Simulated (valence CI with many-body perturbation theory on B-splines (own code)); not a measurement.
E1 transitions of Sm LVII

Computed by configuration interaction combined with many-body perturbation theory (CI+MBPT): four valence electrons over a frozen Dirac-Fock core [He], a basis of 11 s, 11 p, 10 d, 8 f, 5 g, 2 h functions for each j, with the one-electron correlation potential Σ1, the two-electron term Σ2, the three-electron term Σ3, Breit, model QED; selected CI, second order for the rest, scaled by the run's own slope (own B-spline code, finite nucleus).

The last digits are not significant, and no measured levels were compared; by estimate large intervals hold to a few tenths of a per cent, small ones and those within an open d or f shell to about a per cent. Among the levels kept, up to 900 cm⁻¹ of a level comes from second order outside the variational space, and about a tenth of that is noise between levels of different J, which matters for small intervals.

Lines 101 to 150 of 552 in falling wavelength, among levels below 9015.8 eV, chosen from the strongest by gf and those to the six lowest levels. Wavelengths and rates use the calculated energies. Electric multipoles are in the length gauge with retardation, E1 and E2 with the static RPA response of the core. Weak lines are less certain than strong ones. Lines between different terms over intervals too small for the method are left out, as are lines whose strength nearly cancels. The highest levels of a list are the least certain.

Levels are named by their leading jj configuration (3d3/2^4 stands for four electrons in 3d with j = 3/2), which in mixed levels can hold well under half, so a name can repeat and another be missing. Letters in brackets count levels of one name in rising energy.

| λ vac (Å) | Upper | Lower | A (s⁻¹) | S (a.u.) |
| --- | --- | --- | --- | --- |
| 47.43 | (2s 2p1/2 2p3/2 3p3/2) J=2 [c] | (2s 2p1/2 2p3/2 3s) J=1 [c] | 1.82e+11 | 4.78e-02 |
| 47.42 | (2s 2p1/2 2p3/2 3p3/2) J=3 [a] | (2s 2p1/2 2p3/2 3s) J=2 [a] | 2.29e+11 | 8.42e-02 |
| 47.25 | (2s 2p3/2^2 3p3/2) J=2 [b] | (2s 2p3/2^2 3s) J=1 [a] | 2.07e+11 | 5.39e-02 |
| 47.15 | (2s 2p3/2^2 3d3/2) J=1 [c] | (2s 2p3/2^2 3p1/2) J=1 [a] | 1.04e+11 | 1.61e-02 |
| 47.12 | (2s^2 2p3/2 3d3/2) J=1 | (2s^2 2p3/2 3p1/2) J=1 | 1.55e+11 | 2.40e-02 |
| 47.05 | (2s 2p1/2 2p3/2 3p3/2) J=3 [b] | (2s 2p1/2 2p3/2 3s) J=2 [b] | 1.02e+11 | 3.68e-02 |
| 47.05 | (2s 2p1/2 2p3/2 3p3/2) J=4 | (2s 2p1/2 2p3/2 3s) J=3 | 2.36e+11 | 1.09e-01 |
| 46.97 | (2s 2p3/2^2 3p3/2) J=2 [c] | (2s 2p3/2^2 3s) J=2 [b] | 7.69e+10 | 1.96e-02 |
| 46.97 | (2s 2p1/2 2p3/2 3d3/2) J=3 [b] | (2s 2p1/2 2p3/2 3p1/2) J=3 | 9.32e+10 | 3.34e-02 |
| 46.84 | (2p1/2^2 2p3/2 3p1/2) J=1 | (2s 2p1/2 2p3/2 3p1/2) J=2 [b] | 1.73e+11 | 2.64e-02 |
| 46.61 | (2p1/2 2p3/2^2 3d3/2) J=3 [b] | (2p1/2 2p3/2^2 3p1/2) J=3 | 9.97e+10 | 3.49e-02 |
| 46.57 | (2p1/2 2p3/2^2 3p1/2) J=3 | (2s 2p3/2^2 3p1/2) J=3 | 7.73e+10 | 2.70e-02 |
| 46.54 | (2p1/2 2p3/2^2 3d3/2) J=3 [a] | (2p1/2 2p3/2^2 3p1/2) J=2 [a] | 6.67e+10 | 2.32e-02 |
| 46.53 | (2s 2p3/2^2 3p3/2) J=2 [c] | (2s 2p3/2^2 3s) J=1 [b] | 1.20e+11 | 2.97e-02 |
| 46.32 | (2p1/2 2p3/2^2 3s) J=1 [a] | (2s 2p3/2^2 3s) J=2 [a] | 2.01e+11 | 2.95e-02 |
| 46.12 | (2s^2 2p1/2 3p3/2) J=2 | (2s^2 2p1/2 3s) J=1 | 2.93e+11 | 7.10e-02 |
| 46.09 | (2p1/2 2p3/2^2 3p3/2) J=2 [b] | (2s 2p3/2^2 3p3/2) J=2 [a] | 1.78e+11 | 4.29e-02 |
| 45.67 | (2s 2p1/2 2p3/2 3p3/2) J=2 [d] | (2s 2p1/2 2p3/2 3s) J=2 [c] | 1.25e+11 | 2.94e-02 |
| 45.56 | (2p1/2 2p3/2^2 3p3/2) J=2 [c] | (2p1/2 2p3/2^2 3s) J=1 [b] | 1.29e+11 | 3.00e-02 |
| 45.55 | (2s^2 2p1/2 3p3/2) J=1 | (2s^2 2p1/2 3s) J=1 | 1.19e+11 | 1.67e-02 |
| 45.54 | (2p1/2^2 2p3/2 3s) J=2 | (2s 2p1/2 2p3/2 3s) J=2 [b] | 7.08e+10 | 1.65e-02 |
| 45.49 | (2s 2p3/2^2 3p3/2) J=2 [c] | (2s 2p3/2^2 3s) J=1 [a] | 7.83e+10 | 1.82e-02 |
| 45.09 | (2p1/2^2 2p3/2 3p3/2) J=2 | (2p1/2^2 2p3/2 3s) J=2 | 1.30e+11 | 2.95e-02 |
| 45.02 | (2s^2 2p1/2 3p3/2) J=1 | (2s^2 2p1/2 3s) J=0 | 2.18e+11 | 2.94e-02 |
| 44.92 | (2s 2p1/2 2p3/2 3p3/2) J=1 [c] | (2s 2p1/2 2p3/2 3s) J=1 [c] | 1.57e+11 | 2.10e-02 |
| 44.83 | (2s 2p1/2^2 3p3/2) J=2 | (2s 2p1/2^2 3s) J=1 | 2.57e+11 | 5.72e-02 |
| 44.72 | (2s 2p1/2 2p3/2^2) J=1 [a] | (2s^2 2p3/2^2) J=2 | 1.77e+10 | 2.35e-03 |
| 44.31 | (2s^2 2p3/2 3p3/2) J=2 | (2s^2 2p3/2 3s) J=1 | 1.82e+11 | 3.90e-02 |
| 44.25 | (2s 2p1/2 2p3/2 3p3/2) J=2 [a] | (2s 2p1/2 2p3/2 3s) J=2 [a] | 1.30e+11 | 2.79e-02 |
| 44.09 | (2p1/2^2 2p3/2 3p3/2) J=3 | (2s 2p1/2 2p3/2 3p3/2) J=2 [b] | 5.32e+10 | 1.57e-02 |
| 44.08 | (2s 2p1/2^2 3p3/2) J=1 | (2s 2p1/2^2 3s) J=1 | 1.19e+11 | 1.52e-02 |
| 44.06 | (2p1/2 2p3/2^2 3p3/2) J=1 [b] | (2p1/2 2p3/2^2 3s) J=2 [b] | 1.95e+11 | 2.47e-02 |
| 44.00 | (2p1/2^2 2p3/2 3p3/2) J=3 | (2s 2p1/2 2p3/2 3p3/2) J=4 | 5.45e+10 | 1.60e-02 |
| 43.96 | (2s 2p1/2 2p3/2 3p3/2) J=2 [d] | (2s 2p1/2 2p3/2 3s) J=1 [b] | 9.85e+10 | 2.07e-02 |
| 43.92 | (2s 2p1/2^2 2p3/2) J=1 | (2s^2 2p1/2 2p3/2) J=2 | 3.45e+10 | 4.32e-03 |
| 43.92 | (2p1/2^2 2p3/2 3d3/2) J=3 | (2s 2p1/2 2p3/2 3d3/2) J=4 | 5.00e+10 | 1.46e-02 |
| 43.91 | (2s 2p1/2 2p3/2 3d3/2) J=2 [d] | (2s 2p1/2 2p3/2 3p1/2) J=2 [c] | 7.49e+10 | 1.57e-02 |
| 43.89 | (2s 2p1/2 2p3/2 3p3/2) J=1 [c] | (2s 2p1/2 2p3/2 3s) J=0 | 1.43e+11 | 1.79e-02 |
| 43.82 | (2p1/2^2 2p3/2 3d5/2) J=4 | (2s 2p1/2 2p3/2 3d5/2) J=5 | 5.69e+10 | 2.13e-02 |
| 43.51 | (2s 2p1/2 2p3/2 3p3/2) J=3 [b] | (2s 2p1/2 2p3/2 3s) J=3 | 1.89e+11 | 5.38e-02 |
| 43.21 | (2s^2 2p3/2 3p3/2) J=2 | (2s^2 2p3/2 3s) J=2 | 1.79e+11 | 3.56e-02 |
| 43.14 | (2p1/2^2 2p3/2 3s) J=1 | (2s 2p1/2 2p3/2 3s) J=2 [b] | 2.28e+11 | 2.71e-02 |
| 43.14 | (2s 2p1/2 2p3/2^2) J=2 [b] | (2s^2 2p3/2^2) J=2 | 1.76e+10 | 3.48e-03 |
| 43.07 | (2p1/2^2 2p3/2 3p1/2) J=2 | (2s 2p1/2 2p3/2 3p1/2) J=3 | 1.08e+11 | 2.13e-02 |
| 42.88 | (2s 2p3/2^2 3p3/2) J=2 [a] | (2s 2p3/2^2 3s) J=2 [a] | 2.45e+11 | 4.77e-02 |
| 42.76 | (2p1/2 2p3/2^2 3s) J=3 | (2s 2p3/2^2 3s) J=3 | 7.81e+10 | 2.11e-02 |
| 42.34 | (2s 2p3/2^2 3p3/2) J=1 [c] | (2s 2p3/2^2 3s) J=1 [b] | 2.91e+11 | 3.28e-02 |
| 42.21 | (2p1/2^2 2p3/2 3s) J=2 | (2s 2p1/2 2p3/2 3s) J=3 | 1.06e+11 | 1.97e-02 |
| 41.40 | (2s 2p1/2^2 2p3/2) J=1 | (2s^2 2p1/2 2p3/2) J=1 | 7.72e+09 | 8.11e-04 |
| 41.17 | (2s^2 2p3/2 3p3/2) J=0 | (2s^2 2p3/2 3s) J=1 | 4.63e+11 | 1.59e-02 |
